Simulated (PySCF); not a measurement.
B2F4, triplet, at a GFN2-xTB geometry (a higher spin typed on purpose: for a closed-shell molecule this is an excited state); WB97M-V/def2-SVP run with PySCF.

Here is a job for PySCF.
```python
from pyscf import gto, scf, dft

mol = gto.M(
    atom='''
F    -1.421542   -1.232451   -0.099672
B    -0.804228   -0.043534   -0.042937
F    -1.548446    1.071680   -0.058893
B     0.804228    0.043534    0.042937
F     1.548446   -1.071680    0.058893
F     1.421542    1.232451    0.099672
''',
    basis='def2-svp',
    charge=0,
    spin=2,
    verbose=4,
)

mf = dft.UKS(mol)
mf.xc = 'wb97m_v'
mf.grids.atom_grid = (99, 590)
mf.grids.prune = None
mf.kernel()
```

**Question.** Predict the main parts of the log of this PySCF run.

**Answer.** 
```
PySCF version 2.14.0

[INPUT] verbose = 4
[INPUT] num. atoms = 6
[INPUT] num. electrons = 46
[INPUT] charge = 0
[INPUT] spin (= nelec alpha-beta = 2S) = 2
[INPUT] symmetry False subgroup None
[INPUT] Mole.unit = angstrom
[INPUT] Symbol           X                Y                Z      unit          X                Y                Z       unit  Magmom
[INPUT]  1 F     -1.421542000000  -1.232451000000  -0.099672000000 AA   -2.686325054566  -2.328994851946  -0.188352782288 Bohr   0.0
[INPUT]  2 B     -0.804228000000  -0.043534000000  -0.042937000000 AA   -1.519770661707  -0.082267337107  -0.081139170610 Bohr   0.0
[INPUT]  3 F     -1.548446000000   1.071680000000  -0.058893000000 AA   -2.926138858678   2.025181693174  -0.111291640654 Bohr   0.0
[INPUT]  4 B      0.804228000000   0.043534000000   0.042937000000 AA    1.519770661707   0.082267337107   0.081139170610 Bohr   0.0
[INPUT]  5 F      1.548446000000  -1.071680000000   0.058893000000 AA    2.926138858678  -2.025181693174   0.111291640654 Bohr   0.0
[INPUT]  6 F      1.421542000000   1.232451000000   0.099672000000 AA    2.686325054566   2.328994851946   0.188352782288 Bohr   0.0

nuclear repulsion = 204.985987485913
number of shells = 36
number of NR pGTOs = 144
number of NR cGTOs = 84
basis = def2-svp
ecp = {}

******** <class 'pyscf.dft.uks.UKS'> ********
method = UKS
initial guess = minao
damping factor = 0
level_shift factor = 0
DIIS = <class 'pyscf.scf.diis.CDIIS'>
diis_start_cycle = 1
diis_space = 8
diis_damp = 0
SCF conv_tol = 1e-09
SCF conv_tol_grad = None
SCF max_cycles = 50
direct_scf = True
direct_scf_tol = 1e-13
number electrons alpha = 24  beta = 22
XC library pyscf.dft.libxc version 7.1.2
    S. Lehtola, C. Steigemann, M. J. T. Oliveira, and M. A. L. Marques,  SoftwareX 7, 1–5 (2018)
XC functionals = wb97m_v
    N. Mardirossian and M. Head-Gordon,  J. Chem. Phys. 144, 214110 (2016)
radial grids:
    Treutler-Ahlrichs [JCP 102, 346 (1995); DOI:10.1063/1.469408] (M4) radial grids

becke partition: Becke, JCP 88, 2547 (1988); DOI:10.1063/1.454033
pruning grids: None
grids dens level: 3
symmetrized grids: False
atomic radii adjust function: <function treutler_atomic_radii_adjust>
User specified grid scheme (99, 590)
** Following is NLC and NLC Grids **
NLC functional = wb97m_v
radial grids:
    Treutler-Ahlrichs [JCP 102, 346 (1995); DOI:10.1063/1.469408] (M4) radial grids

becke partition: Becke, JCP 88, 2547 (1988); DOI:10.1063/1.454033
pruning grids: <function nwchem_prune>
grids dens level: 3
symmetrized grids: False
atomic radii adjust function: <function treutler_atomic_radii_adjust>
small_rho_cutoff = 0
Set gradient conv threshold to 3.16228e-05
tot grids = 350464
tot grids = 85144
init E= -449.393541173666

cycle= 1 E= -448.493456652566  delta_E=  0.9  |g|= 0.588  |ddm|= 1.98
cycle= 2 E= -448.487898134718  delta_E= 0.00556  |g|= 0.681  |ddm|= 0.876
cycle= 3 E= -448.643456535589  delta_E= -0.156  |g|= 0.0434  |ddm|= 0.438
cycle= 4 E= -448.645059127242  delta_E= -0.0016  |g|= 0.0143  |ddm|= 0.0658
cycle= 5 E= -448.645412383679  delta_E= -0.000353  |g|= 0.00457  |ddm|= 0.0278
cycle= 6 E= -448.645465480621  delta_E= -5.31e-05  |g|= 0.00114  |ddm|= 0.0131
cycle= 7 E= -448.645467665483  delta_E= -2.18e-06  |g|= 0.000236  |ddm|= 0.00294
cycle= 8 E= -448.645467749687  delta_E= -8.42e-08  |g|= 6.52e-05  |ddm|= 0.000698
cycle= 9 E= -448.645467756296  delta_E= -6.61e-09  |g|= 1.89e-05  |ddm|= 0.000173
cycle= 10 E= -448.645467756989  delta_E= -6.93e-10  |g|= 5.47e-06  |ddm|= 4.77e-05
Extra cycle  E= -448.645467757038  delta_E= -4.91e-11  |g|= 4.22e-06  |ddm|= 9.67e-06
converged SCF energy = -448.645467757038  <S^2> = 2.0021216  2S+1 = 3.0014141
```
